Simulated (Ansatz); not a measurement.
The first iterations of a band of a periodic cell of 13 atoms, LiTi₁₂ (host Ti, host structure hcp, interstitial Li).

Level of theory: Ansatz, DFT PBE, scalar-relativistic, plane waves, PAW. Settings: cutoff 420 eV, k mesh 4x3x5, gaussian smearing 0.05 eV, no spin polarisation.

```
movable images  : 4
climbing image  : from the first iteration
spring          : 5.0 eV/Å²
optimiser       : quadratic models (default)
start path      : default
force threshold : 0.05 eV/Å
iteration limit : 50
end points      : relaxed
```

Image 0:

```xyz
13
Lattice="5.9000 0.0000 0.0000 -4.4250 7.6643 0.0000 0.0000 0.0000 4.6846" Properties=species:S:1:pos:R:3
Ti 0.025 -0.005 -0.095
Ti 0.011 1.429 2.217
Ti -1.632 2.402 0.292
Ti -1.656 4.412 2.050
Ti -2.943 5.061 -0.316
Ti -2.976 6.802 2.180
Ti 2.970 0.014 0.164
Ti 2.939 1.755 2.654
Ti 1.643 2.407 0.288
Ti 1.633 4.416 2.046
Ti -0.016 5.387 0.136
Ti -0.032 6.817 2.450
Li -0.004 3.418 3.501
```

Image 5:

```xyz
13
Lattice="5.9000 0.0000 0.0000 -4.4250 7.6643 0.0000 0.0000 0.0000 4.6846" Properties=species:S:1:pos:R:3
Ti 0.028 -0.007 0.097
Ti 0.022 1.442 2.469
Ti -1.629 2.387 -0.285
Ti -1.649 4.406 2.641
Ti -2.941 5.053 0.322
Ti -2.981 6.793 2.514
Ti 2.970 0.012 -0.171
Ti 2.941 1.756 2.036
Ti 1.652 2.398 -0.280
Ti 1.624 4.410 2.644
Ti -0.018 5.402 -0.139
Ti -0.034 6.825 2.232
Li -0.006 3.431 1.141
```

| iteration | highest image above the first end (eV) | largest band force component (eV/Å) |
| --- | --- | --- |
| 1 | 1.439 | 1.921 |
| 2 | 0.846 | 1.807 |

Does the band converge within its limit, and where does its top end?

The run converged. It ended after 7 iterations with the highest image 0.432 eV above the first end. The order of the point at the top wasn't checked. Limits of this set-up: coarse k mesh, a small cell, in which the defect meets its images, a typed lattice constant that wasn't relaxed here.

The run took 3.4 min on 4 threads of Intel(R) Xeon(R) Gold 6455B (Sapphire Rapids), with other jobs on the host, peak memory 2.2 GiB.
